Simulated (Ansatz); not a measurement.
Molecule: sum formula HBOF₂, charge 0, multiplicity 1. SMILES: B(O)(F)F
Coordinates optimised at B3LYP-D3(BJ)/def2-TZVP (Ansatz, a first-principles code):
```xyz
5

B     -0.0138    -0.0173    -0.0022
F     -0.3836     1.2557     0.1315
F     -0.9587    -0.9338    -0.1214
O      1.2809    -0.3932    -0.0192
H      1.9030     0.3355     0.0731
```

CCSD(T) with Ansatz in growing basis sets, 24 correlated electrons. Cores are frozen in the correlated levels unless marked. UHF or UKS for open shells. No spin-orbit coupling. Non-relativistic. Costs are ratios of core time to the smallest set, on shared machines of one kind, and rough; they hold the program's checks for lower states.

| basis | functions | cost over smallest | E(corr) (Eh) | electronic atomisation energy (kcal/mol) |
|---|---|---|---|---|
| cc-pVTZ | 134 | 1× | -0.8619 | 544.8 |
| cc-pVQZ | 250 | 7× | -0.9330 | 553.1 |

Formally CCSD grows as o²v⁴ and (T) as o³v⁴; with o = 12 and v going from 118 to 234 both grow 15-fold in the last step, while integrals and the mean field grow more slowly. That step adds 71.0 mEh of correlation energy and 8.3 kcal/mol to the atomisation energy.
